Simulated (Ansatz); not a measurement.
Geometry optimisation, RKS PBE-D4/def2-SVP in Ansatz 0.2.0.

Input file:

```yaml
crystal:
  periodic: [false, false, false]
  atoms:
    - { symbol: "N", position_ang: [1.006, -0.1551, 2.538] }
    - { symbol: Si, position_ang: [0.5079, -1.2472, 1.2151] }
    - { symbol: B, position_ang: [-0.1506, -0.2443, -0.3362] }
    - { symbol: Si, position_ang: [-0.7549, -0.2322, -2.1988] }
    - { symbol: Ge, position_ang: [-0.5426, 1.6219, -1.2397] }
    - { symbol: H, position_ang: [1.6771, 0.5534, 2.1331] }
    - { symbol: H, position_ang: [0.1374, 0.4685, 2.7333] }
    - { symbol: H, position_ang: [1.7267, -2.0214, 0.8264] }
    - { symbol: H, position_ang: [-0.5515, -2.1234, 1.727] }
    - { symbol: H, position_ang: [0.2, -0.6275, -3.1508] }
    - { symbol: H, position_ang: [-2.2219, -0.738, -2.2384] }
    - { symbol: H, position_ang: [0.7969, 2.4036, -1.4627] }
    - { symbol: H, position_ang: [-1.8098, 2.3069, -0.5315] }
basis:
  gaussian: { orbitals: def2-SVP }
hamiltonian:
  xc: pbe
  dispersion: d4
relax:
  f_tol: 0.015
  max_steps: 40
output:
  orbitals: {}
```

Run as:

```bash
$ ansatz run input.yaml --threads 2 --pin off --max-ram 3072MiB --backend cpu --events-out ev --progress --plain --runs-dir out
```

Q: Where does it end, and by what steps?

A: The run converged. After 24 steps the energy has fallen by 1.717 eV; H12 moved furthest, 1.92 Å.

| step | energy less start (eV) | largest force component (eV/Å) | accepted |
| --- | --- | --- | --- |
| 0 | 0.0000 | 3.858 | yes |
| 1 | -0.8285 | 0.758 | yes |
| 2 | -0.9279 | 0.449 | yes |
| 3 | -0.9663 | 0.456 | yes |
| 4 | -1.0191 | 0.448 | yes |
| 5 | -1.0969 | 0.561 | yes |
| 6 | -1.1980 | 0.686 | yes |
| 7 | -1.3312 | 0.775 | yes |
| 8 | -1.4686 | 0.833 | yes |
| 9 | -1.5026 | 1.670 | yes |
| 10 | -1.6391 | 0.509 | yes |
| 11 | -1.6696 | 0.274 | yes |
| 12 | -1.6903 | 0.132 | yes |
| 13 | -1.6983 | 0.121 | yes |
| 14 | -1.7048 | 0.074 | yes |
| 15 | -1.7115 | 0.073 | yes |
| 16 | -1.7133 | 0.065 | yes |
| 17 | -1.7148 | 0.036 | yes |
| 18 | -1.7156 | 0.026 | yes |
| 19 | -1.7160 | 0.042 | yes |
| 20 | -1.7166 | 0.035 | yes |
| 21 | -1.7170 | 0.021 | yes |
| 22 | -1.7172 | 0.023 | yes |
| 23 | -1.7173 | 0.017 | yes |
| 24 | -1.7173 | 0.010 | yes |

```xyz
13
Properties=species:S:1:pos:R:3
N 1.311 -0.039 2.161
Si 0.402 -1.142 1.125
B -0.722 -0.309 -0.311
Si -0.770 -0.682 -2.163
Ge -0.857 1.627 -0.493
H 2.030 0.533 1.706
H 0.762 0.558 2.788
H 1.410 -2.094 0.524
H -0.490 -1.935 2.051
H 0.123 -1.673 -2.870
H -1.574 0.077 -3.187
H 0.030 2.647 0.284
H -1.634 2.397 -1.600
```

Time of the run: 97 s on 2 threads of Arm Neoverse V1, on a shared host, peak memory 0.2 GiB.
